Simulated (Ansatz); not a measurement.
Basis-set extrapolation for `B1CCC1` (PBE0-D4/def2-TZVP geometry, frozen core, Ansatz). Multiplicity 1, RHF reference.

|  | def2-TZVPP | def2-QZVPP |
| --- | --- | --- |
| HF | -142.364559 | -142.371235 |
| MP2 correlation | -0.619041 | -0.657074 |
| CCSD(T) correlation | -0.685749 | not run |

Energies in hartree. Use E(X) = E(∞) + A·exp(−7.88·√X) for Hartree–Fock and E(X) = E(∞) + B·X^(−2.97) for correlation, with X = 3 and 4, and add CCSD(T) minus MP2 of the smaller set to the MP2 limit.

Task: What is the CCSD(T) energy at the basis-set limit?

Result: HF limit: -142.371235 + (-0.006676) × 0.13774 = -142.37215. MP2 limit: -0.657074 + (-0.038033) × 0.74074 = -0.68525. Higher-order term: -0.685749 − (-0.619041) = -0.06671. Total: -143.12411 hartree, 2.01 eV below CCSD(T)/def2-TZVPP.
